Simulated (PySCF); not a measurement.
# Correlation energy of I⁺ (iodine, charge +1)

[Kr] 4d10 5s1 5p4 5d1, one real determinant (an excited configuration). Computed with PySCF 2.14 in aug-cc-pVTZ-DK3 (8s7p5d2f, 68 functions), with the spin-free X2C one-electron Hamiltonian (Gaussian nucleus). Frozen: [Kr] 4d10; 6 electrons correlated.

MP2 pair energies summed by pair of shells (mhartree):

```tsv
pair	energy	share (%)
5p-5p	-54.26	69.2
5p-5d	-15.29	19.5
5s-5p	-8.09	10.3
5s-5d	-0.78	1.0
```

Total MP2 correlation energy: -78.42 mhartree.

Same-spin part -22.65 and opposite-spin part -55.77 mhartree; SCS-MP2 scales them by 1/3 and 6/5 to -74.48 mhartree.

The reference is one real determinant that mixes LS terms of this configuration.
